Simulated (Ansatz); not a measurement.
`FC[SiH]([SiH3])[SiH3]`. Charge 0, multiplicity 1. Geometry: relaxed with PBE0-D4/def2-TZVP. It is one conformer, not always the lowest.

```xyz
14

F     2.013    0.313    1.306
C     1.349    1.282    0.561
Si   -0.185    0.521   -0.281
Si   -1.679   -0.281    1.332
Si    0.460   -1.183   -1.749
H     1.067    2.097    1.236
H     2.050    1.682   -0.179
H    -0.834    1.622   -1.054
H    -2.926   -0.749    0.670
H    -1.075   -1.421    2.071
H    -2.026    0.792    2.303
H     1.050   -2.319   -0.993
H    -0.728   -1.675   -2.498
H     1.465   -0.680   -2.725
```

(1) What is the dipole moment at PBE/def2-TZVPP? (Estimate.)

(2) And with r2SCAN, B3LYP, ωB97M-V? (Estimate.)

(3) Give the Mulliken charges with PBE, r2SCAN, ωB97M-V in def2-TZVPP. (An estimate is asked.)

Results:

(1) Ansatz gave: 1.35 D, with components (-0.37, 1.16, -0.60) D in this frame, pointing from negative to positive charge.

(2) Ansatz gave: r2SCAN 1.41 D, B3LYP 1.48 D, ωB97M-V 1.47 D.

(3) The calculation gave: 
| atom | PBE | r2SCAN | ωB97M-V |
| --- | --- | --- | --- |
| F1 | -0.21 | -0.25 | -0.24 |
| C2 | -0.03 | 0.03 | -0.09 |
| Si3 | 0.13 | 0.17 | 0.10 |
| Si4 | 0.10 | 0.16 | 0.04 |
| Si5 | 0.10 | 0.16 | 0.04 |
| H6 | 0.10 | 0.07 | 0.12 |
| H7 | 0.10 | 0.07 | 0.12 |
| H8 | -0.06 | -0.08 | -0.02 |
| H9 | -0.04 | -0.06 | -0.01 |
| H10 | -0.03 | -0.05 | -0.01 |
| H11 | -0.04 | -0.06 | -0.02 |
| H12 | -0.03 | -0.05 | -0.01 |
| H13 | -0.04 | -0.06 | -0.01 |
| H14 | -0.04 | -0.06 | -0.02 |

B3LYP here is the variant with VWN-RPA as its local correlation; programs differ in this.
